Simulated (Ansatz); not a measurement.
Reaction: BH2Se (SMILES B[Se], doublet) → BH2Se (SMILES [BH][SeH], doublet)
Each species at its own B3LYP-D3(BJ)/def2-TZVP minimum (Ansatz, a quantum-chemistry and plane-wave program).

Wanted: isomerisation energy (electronic), in kJ/mol. Open shells are spin-unrestricted; no spin-orbit coupling. Cores are frozen in correlated methods (noble-gas shells, and filled d and f shells in the p block). No relativity. CBS(X,Y): correlation extrapolated as X^-3, Hartree-Fock from the larger set (Q,5: extrapolated as (X+1)exp(-9√X)). A bracket is a step between two methods taken in the basis named. Double hybrids freeze cores in their MP2 part.

CCSD(T)/CBS(cc-pVQZ,cc-pV5Z) + [CCSDT(Q) - CCSD(T)]/cc-pVTZ + [CCSDTQ - CCSDT(Q)]/cc-pVDZ (Ansatz) gives 122.4 kJ/mol.

**Question.** How far off this value is PBE/def2-TZVPD (Ansatz), in which direction, and how far these levels: r2SCAN/def2-TZVPD, B3LYP/def2-TZVPD, PBE0/def2-TZVPD, B2PLYP/def2-TZVPD, CCSD(T)/CBS(cc-pVQZ,cc-pV5Z)?

**Answer.** PBE gives 117.0 kJ/mol, 5.4 kJ/mol below it. Differences of the others: r2SCAN/def2-TZVPD (Ansatz) -10.0; B3LYP/def2-TZVPD (Ansatz) 5.3; PBE0/def2-TZVPD (Ansatz) -3.8; B2PLYP/def2-TZVPD (Ansatz) 5.3; CCSD(T)/CBS(cc-pVQZ,cc-pV5Z) (Ansatz) 0.0 kJ/mol.
